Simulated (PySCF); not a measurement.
Simulated outer-valence photoelectron spectrum of `[SiH3][S][GaH2]`. Method used: EOM-IP-CCSD/aug-cc-pVDZ in PySCF, restricted Hartree–Fock reference, frozen core, non-relativistic, gas phase, PBE0-D3(BJ)/def2-SVP geometry.

Each root has a Gaussian of 0.5 eV full width with its one-hole share as area; cross sections and vibrations are left out, and the highest printed point is 100.

```
ionisation energy (eV)  intensity
                   9.0          1
                   9.2          9
                   9.4         34
                   9.6         51
                   9.8         32
                  10.0         14
                  10.2         29
                  10.4         51
                  10.6         42
                  10.8         32
                  11.0         48
                  11.2         45
                  11.4         18
                  11.6          5
                  11.8         16
                  12.0         42
                  12.2         51
                  12.4         44
                  12.6         76
                  12.8        100
                  13.0         58
                  13.2         14
                  13.4          1
                  13.6          0
                  13.8          0
                  14.0          0
                  14.2          0
                  14.4          0
                  14.6          1
                  14.8         11
                  15.0         35
                  15.2         48
                  15.4         26
                  15.6          6
                  15.8          1
                  16.0          0
                  16.2          0
                  16.4          0
                  16.6          0
                  16.8          0
                  17.0          4
                  17.2         20
                  17.4         43
                  17.6         38
                  17.8         14
                  18.0          2
                  18.2          0
```

**Question.** Where are the maxima, and how many lines lie under the curve?

**Answer.** 7 maxima, at 9.6, 10.4, 11.1, 12.1, 12.8, 15.2 and 17.5 eV, from 8 lines. At this width some lines have no maximum of their own.

**Question.** List the lines with their holes.

**Answer.** 
```
E (eV)  leading hole (HF orbital)  area  Koopmans (eV)
  9.59                       HOMO  0.95          10.20
 10.44                     HOMO-1  0.95          11.08
 11.09                     HOMO-2  0.95          11.72
 12.13                     HOMO-3  0.94          12.87
 12.75                     HOMO-4  0.94          13.58
 12.81                     HOMO-5  0.94          13.59
 15.17                     HOMO-6  0.89          16.27
 17.47                     HOMO-7  0.85          19.26
```

The widest gap, 2.36 eV, lies between 12.81 and 15.17 eV. Only orbitals with −ε under 21 eV, eight at most, were ionised, so the high end of the curve may lack lines.

One conformer stands for the species.
